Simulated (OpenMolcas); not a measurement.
## Fe2+, Ru2+, Os2+: d⁶ down the group

- Program: OpenMolcas
- Method: MS-CASPT2, IPEA 0.25 Eh, imaginary shift 0.1 Eh
- Basis: ANO-RCC-VTZP
- Scalar Hamiltonian: DKH2, point nucleus
- Spin-orbit coupling: state interaction with AMFI integrals over the reference wave functions, term energies averaged over their components

Active space for each ion: 6 electrons in 5 orbitals (d); closed shells correlated by CASPT2: Fe2+ 3s 3p; Ru2+ 4s 4p; Os2+ 5s 5p.

Computed levels in cm-1 above ⁵D₄:

```
                               Level   Fe2+   Ru2+   Os2+
                                 ⁵D₃    437   1155   4540
                                 ⁵D₂    745   1845   4780
                                 ⁵D₁    943   2290   7050
                                 ⁵D₀   1040   2510   7390
                              ³P₂(1)  20000  15940  16970
                                 ³H₆  20920  16340  17540
                                 ³H₅  21140  16590  17170
                              ³P₁(1)  21280  19220  29860
                              ³F₃(1)  22470  18040  19740
weight of ⁵D in the lowest level (%)    100     99     87
```

Mixed levels, with the weight of the term that names them: Os2+ ⁵D₂ (72 %), Os2+ ³P₂(1) (56 %), Os2+ ³H₅ (50 %), Os2+ ³P₁(1) (69 %), Os2+ ³F₃(1) (55 %).

Measured, with the error of the calculation in %. Measured levels: Fe2+ from Corliss and Sugar, J. Phys. Chem. Ref. Data 11, 135 (1982); Ru2+ from Moore, Atomic Energy Levels, vol. III, NSRDS-NBS 35 (1971 reprint of NBS Circular 467, 1958).

| Level | Fe2+ | Ru2+ |
| --- | --- | --- |
| ⁵D₃ | 436 (+0.2) | 1159 (-0.3) |
| ⁵D₂ | 739 (+0.8) | 1826 (+1.0) |
| ⁵D₁ | 932 (+1.1) | 2266 (+1.3) |
| ⁵D₀ | 1027 (+1.3) | 2476 (+1.4) |
| ³P₂(1) | 19405 (+3.0) |  |
| ³H₆ | 20051 (+4.3) |  |
| ³H₅ | 20301 (+4.1) |  |
| ³P₁(1) | 20688 (+2.9) |  |
| ³F₃(1) | 21700 (+3.5) |  |

The fine-structure level ⁵D₀ changes by a factor of 7.11 from Fe2+ to Os2+.

Without spin-orbit coupling ³P(1) lies 20180, 16300, 15590 cm-1 above ⁵D in that order; the difference to the level ³P₂(1), of either sign, comes from spin-orbit coupling, which also lowers the zero.

CASPT2 breaks the degeneracy within a term, and the mean is taken; among the terms shown or strongly mixed into the levels shown the widest spread is 1200 cm-1 (5d⁶ ¹I, Os2+). Terms from blocks run as CI alone lack orbitals of their own. Levels of configurations with an s electron are missing; early in the row they begin among the upper levels of the d shell and mix with terms of their name (holds for Ru2+). Configurations with an s electron lie low in 5d ions of this charge, fall among these levels and mix in, so low-spin terms can stand far too high, up to twice their true height, and weights are not those of the real levels (holds for Os2+). Measured partners are found by configuration, term and J. A level has none where our copy of the source lacks it or the pairing is in doubt (some pairs that miss far off the trend of their configuration count as doubtful), and it then counts in no deviation. Levels of configurations outside the active space are missing.

A number in round brackets counts repeated terms of one configuration in the order of the reference energies.
